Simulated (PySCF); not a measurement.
Caution: the restricted solution is unstable towards spin-unrestricted or complex orbitals, so a lower solution exists and this singlet may not be the ground state.  The multiplicity is imposed and other spin states were not computed.

Z-matrix (Å, degrees):
```
Rh
Cl 1 2.2583
Cl 1 2.2588 2 103.04
Cl 1 2.3356 2 95.34 3 96.63
Cl 1 2.3358 2 94.99 4 166.96
```
Charge -1, spin multiplicity 1.

Give the HOMO, HOMO–LUMO gap, LUMO, total energy and charge on the central atom (Mulliken) at the level PBE-D3(BJ)/def2-TZVP // TPSS-D3(BJ)/def2-SVP run with PySCF.


| Quantity | Result |
|---|---|
| HOMO | -1.34 eV |
| HOMO–LUMO gap | 0.40 eV |
| LUMO | -0.94 eV |
| total energy | -1950.9351 Ha |
| charge on the central atom (Mulliken) | 0.49 e |
